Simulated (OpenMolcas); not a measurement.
Cr4+ in a point-charge field

Cr4+ among 6 point charges of -1 e arranged as an octahedron (Oh), 1.74 Å from the ion.

```
Program             : OpenMolcas
Method              : CASSCF
Basis               : ANO-RCC-VDZP [5s4p2d1f]
Scalar Hamiltonian  : DKH2, point nucleus
Active space        : 2 electrons in 5 orbitals (3d)
State averaging     : 2S+1 = 3 even, 10 roots; 2S+1 = 1 even, 15 roots
Spin-orbit coupling : state interaction with AMFI integrals over the reference wave functions
```

The lowest spin-free states (labels of O, the rotations of Oh), above the lowest:

| State | Degeneracy | E (cm-1) | Free-ion L (%) |
| --- | --- | --- | --- |
| 3T1 | 3 | 0.0 | F (100) |
| 3T2 | 3 | 2594 | F (100) |
| 3A2 | 1 | 5761 | F (100) |
| 1T2 | 3 | 16832 | D (96) |
| 1E | 2 | 17833 | D (88) |
| 3T1 | 3 | 21131 | P (100) |
| 1T2 | 3 | 25747 | G (96) |
| 1T1 | 3 | 27375 | G (100) |
| 1A1 | 1 | 27721 | G (99) |
| 1E | 2 | 28136 | G (88) |
| 1A1 | 1 | 63254 | S (99) |

The lowest levels with spin-orbit coupling:

```tsv
E (cm-1)	Degeneracy	Label	2S+1
0.0	2	E	3
71.8	3	T2	3
575.4	3	T1	3
868.2	1	A1	3
2796	1	A2	3
2837	3	T2	3
3089	3	T1	3
3147	2	E	3
6194	3	T2	3
17173	3	T2	1
18148	2	E	1
21149	1	A1	3
21333	3	T1	3
21714	3	T2	3
21731	2	E	3
26124	3	T2	1
27748	3	T1	1
28095	1	A1	1
28515	2	E	1
63640	1	A1	1
```

Powder χT (cm3 K/mol): 0.00287 at 2 K, 0.0144 at 10 K, 0.0883 at 50 K, 0.197 at 100 K, 0.404 at 200 K, 0.594 at 300 K. The effective moment at 300 K is 2.828 √(χT) = 2.18 μB.

The lowest level has 2S+1 = 3, for which the spin-only value is χT = S(S+1) / 2 = 1.000 cm3 K/mol (g = 2). The computed 0.594 at 300 K differs by -0.406, through orbital momentum, spin-orbit coupling and any other state in reach. With a threefold ground state the orbital momentum is unquenched, so the spin-only value is not expected to hold.

A least-squares ligand-field fit to the states below 45000 cm-1, each weighted by its degeneracy and with a free common offset, gives 10Dq = 3215 cm-1, B = 1271 cm-1 and C = 4754 cm-1 (C/B = 3.74), with an rms deviation of 48 cm-1.

An orbital triplet at a regular site is open to Jahn-Teller coupling, which can distort the site and quench the lowest spin-orbit gaps and is left out. Without dynamic correlation the repulsion within the d shell is too large (B by tens of per cent), so at a given field states of lower spin stand too high. This field is weak: 10Dq is about 3215 cm-1, while octahedral complexes of 3d ions of charge 3 and more, computed by the same method with explicit ligands, had a median near 15000 cm-1. Ground spin and moment need not be those of a real site. This is an electrostatic model: the charges have no orbitals. No measured value stands beside these numbers.
